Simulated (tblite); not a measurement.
C5H8N2O2S.
Numbering: `[CH3:1][n:2]1[cH:3][c:4]([S:5]([CH3:6])(=[O:7])=[O:8])[cH:9][n:10]1` (hydrogens: H11, H12, H13 on C1; H14 on C3; H15, H16, H17 on C6; H18 on C9)

Cartesian coordinates in Å at the GFN2-xTB level; atoms count from 1:
```xyz
18
C5H8N2O2S angstrom
C     -3.187   -0.133    0.364
N     -1.831    0.077   -0.054
C     -0.745    0.237    0.720
C      0.324    0.421   -0.133
S      2.008    0.678    0.341
C      2.806   -0.896   -0.088
O      2.576    1.713   -0.477
O      2.045    0.837    1.770
C     -0.232    0.355   -1.420
N     -1.530    0.146   -1.347
H     -3.275   -1.063    0.930
H     -3.529    0.696    0.985
H     -3.801   -0.194   -0.532
H     -0.775    0.224    1.789
H      2.681   -1.058   -1.151
H      3.856   -0.813    0.163
H      2.337   -1.680    0.492
H      0.261    0.461   -2.364
```

Computed with GFN2-xTB (tblite): harmonic, unscaled wavenumbers at the GFN2-xTB geometry, gas phase. Against measured fundamentals such values can be off by several per cent, at times by over 20. One conformer, not necessarily the lowest.

Harmonic wavenumbers (cm⁻¹): 27.0, 75.1, 88.7, 99.0, 129.4, 198.8, 260.0, 281.8, 318.4, 329.4, 399.2, 448.4, 514.4, 600.6, 637.9, 701.4, 722.0, 799.7, 842.4, 846.1, 856.2, 959.1, 997.7, 1046.0, 1081.5, 1101.7, 1119.1, 1129.6, 1256.7, 1267.2, 1342.3, 1373.6, 1390.9, 1405.4, 1423.9, 1434.3, 1445.8, 1450.3, 1462.5, 1514.0, 2991.8, 3004.0, 3052.6, 3063.7, 3081.2, 3087.3, 3192.2, 3193.2.

A = 2783, B = 708.5, C = 653.8 MHz; mass 160.031 u (most abundant isotopes); point group C1, symmetry number 1.

Problem. Zero-point energy?

Solution. ½Σν̃ = 29022 cm⁻¹ = 347.18 kJ/mol.

Problem. Give the ideal-gas entropy at 200 K and 1 bar in the rigid-rotor, harmonic-oscillator model (classical rotation).

Solution. Translation 163.85, rotation 120.13, vibration 94.96: S = 378.9 J/(mol K).

Problem. And Cp and H(200 K) − H(0)?

Solution. Cp = 126.23 J/(mol K), of which vibrations give 92.97 (their classical limit is 48 R = 399.1); H(200 K) − H(0) = 16.51 kJ/mol without the zero-point energy, 9.85 from vibrations.

Problem. Blend soft modes into free rotors: weight 1/[1 + (100 cm⁻¹/ν̃)⁴] for the oscillator and the rest for a rotor with moment μB/(μ + B), μ = h/(8π²ν), B = 10⁻⁴⁴ kg m². What vibrational entropy results?

Solution. 86.07 J/(mol K) in place of 94.96, which changes −T·S at 200 K by +1.78 kJ/mol.

Problem. Which modes carry the vibrational entropy at 200 K?

Solution. 27.0 cm⁻¹: 21.95; 75.1 cm⁻¹: 13.53; 88.7 cm⁻¹: 12.19; 99.0 cm⁻¹: 11.31; 129.4 cm⁻¹: 9.20; 198.8 cm⁻¹: 6.01 J/(mol K); the other 42 give 20.76 together.

Hindered rotation and anharmonicity are outside this model. Other conformers, if any are populated, would add a mixing term that is left out. The structure is chiral; the term R ln 2 for an equal mix with its mirror image is left out.

Run on one thread, x86-64 server (shared host). The figure is for the frequency step alone.
